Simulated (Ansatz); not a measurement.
SeCl2, SMILES Cl[Se]Cl.

The structure is a stationary point at ωB97X-D3(BJ)/def2-TZVP. The isomer is the one that the SMILES or the coordinates give; other isomers of the formula were not compared.

Two levels are set side by side: PBE/def2-TZVPD (Ansatz, a program for electronic structure) and CAM-B3LYP/def2-TZVPD (Ansatz). Energy differences of separate SCF runs at the same geometry; the states with an electron removed or added have multiplicity 2 and 2. Differences are taken from unrounded values.

```json
[
 {"quantity": "vertical ionisation energy (eV)", "CAM-B3LYP": "9.40", "PBE": "8.98", "PBE minus CAM-B3LYP": "-0.43"},
 {"quantity": "vertical electron affinity (eV)", "CAM-B3LYP": "0.72", "PBE": "0.75", "PBE minus CAM-B3LYP": "0.03"},
 {"quantity": "vertical singlet–triplet gap (eV)", "CAM-B3LYP": "2.34", "PBE": "2.06", "PBE minus CAM-B3LYP": "-0.29"}
]
```
